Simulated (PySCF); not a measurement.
SrHg and its ions

PBE; Sr def2-SVP with ECP28, Hg def2-SVP with ECP60; scalar-relativistic core potentials (PySCF 2.14). Neutral (UKS): singlet (closed shell), Re = 3.944 Å, ωe = 33.2 cm⁻¹, De = 0.09 eV, HOMO -3.47 eV, LUMO -1.62 eV.

SrHg⁺ (UKS): doublet (σ ↑), Re = 3.477 Å, ωe = 65.6 cm⁻¹, De = 0.35 eV to Sr⁺ + Hg. The energies at the minima are -184.22827 hartree for SrHg and -184.02832 for SrHg⁺.

**Question.** Work out the adiabatic ionisation energy, without and with harmonic zero-point energies (1 hartree = 27.2114 eV, 1 eV = 8065.5 cm⁻¹), and the change of the bond length.

**Answer.** At PBE: 0.19995 hartree = 5.441 eV between the minima; the zero-point term (65.6 − 33.2)/2 cm⁻¹ = +0.002 eV makes it 5.443 eV. Re changes by -46.7 pm against the neutral. Minus the HOMO energy is 3.47 eV, -1.97 eV from the value between the minima; self-interaction puts the Kohn–Sham level too high, less so with exact exchange. The electron leaves a σ orbital, and the shorter bond of the ion fits an antibonding orbital, or a change in how ionic the bond is.

Closed-shell solutions of metal pairs were not tested for spin polarisation, which can lower them a little. Weak bonds: SrHg, SrHg⁺. Basis-set superposition, not corrected here, can be much of De in a small basis, most of all at correlated wavefunction levels. Spin–orbit coupling is left out. For an ion De counts to the pair picked by the measured ionisation energies or electron affinities, which need not be the lowest pair at this level. States were picked by a PBE0 search and need not be the measured ground states.
